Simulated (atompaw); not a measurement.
How hard is this zirconium PAW (atompaw) potential?

Zr (Z = 40), PAW, made with atompaw 4.2.0.5 (PBE, scalar-relativistic). Core [Ar] 3d10, reference 4s2 4p6 4d2 5s1 5p0 (charge +1). Waves: 4s (bound): rc 1.65 bohr; 5s (bound): rc 2.60 bohr; 4p (bound): rc 2.40 bohr; 5p (bound, empty): rc 2.35 bohr; 4d (bound): rc 2.60 bohr; 4d channel at 1.05 Ry: rc 2.60 bohr. Local part: troulliermartins scheme with l = 3 at 0 Ry, radius 1.85 bohr. Core correction: smooth core density matched at 1.40 bohr. Augmentation charge: gaussian compensation charge, radius 1.95 bohr; PAW radius 2.60 bohr; waves and projectors: custom polynom gramschmidtortho.

The pseudo-atom Hamiltonian at the reference potential is diagonalised in spherical Bessel functions j_l(qr) that vanish at 20 bohr, with q² up to the cutoff. All-electron valence levels (Ry): 4s -4.4966, 5s -0.7309, 4p -2.8768, 5p -0.4602, 4d -0.7337.

Task: How do the lowest levels (Ry) of each channel move with the cutoff, and are there ghosts?

Result:

| cutoff (Ry) | s #1 | s #2 | s #3 | p #1 | p #2 | d #1 | f #1 | Σ f·Δε (mRy) |
| --- | --- | --- | --- | --- | --- | --- | --- | --- |
| 8 | -4.4314 | -0.7306 | -0.2194 | -2.8003 | -0.4477 | -0.6752 | -0.0728 | 707.4 |
| 10 | -4.4808 | -0.7307 | -0.2194 | -2.8598 | -0.4568 | -0.7209 | -0.0729 | 159.4 |
| 12 | -4.4936 | -0.7308 | -0.2194 | -2.8741 | -0.4596 | -0.7318 | -0.0730 | 26.5 |
| 15 | -4.4959 | -0.7308 | -0.2194 | -2.8757 | -0.4601 | -0.7328 | -0.0730 | 10.3 |
| 18 | -4.4961 | -0.7309 | -0.2194 | -2.8759 | -0.4601 | -0.7330 | -0.0731 | 7.9 |
| 21 | -4.4962 | -0.7309 | -0.2195 | -2.8764 | -0.4601 | -0.7334 | -0.0731 | 4.1 |
| 25 | -4.4964 | -0.7309 | -0.2195 | -2.8768 | -0.4602 | -0.7336 | -0.0731 | 1.1 |
| 30 | -4.4966 | -0.7309 | -0.2195 | -2.8768 | -0.4602 | -0.7337 | -0.0731 | 0.5 |
| 35 | -4.4966 | -0.7309 | -0.2195 | -2.8768 | -0.4602 | -0.7337 | -0.0731 | 0.3 |
| 40 | -4.4966 | -0.7309 | -0.2195 | -2.8768 | -0.4602 | -0.7337 | -0.0731 | 0.1 |
| 400 | -4.4966 | -0.7309 | -0.2195 | -2.8768 | -0.4602 | -0.7337 | -0.0731 | 0.0 |

Result: no extra level below or beside the all-electron valence levels (s, p, d, f tested); 10 mRy is reached at 18 Ry and 1 mRy at 30 Ry.
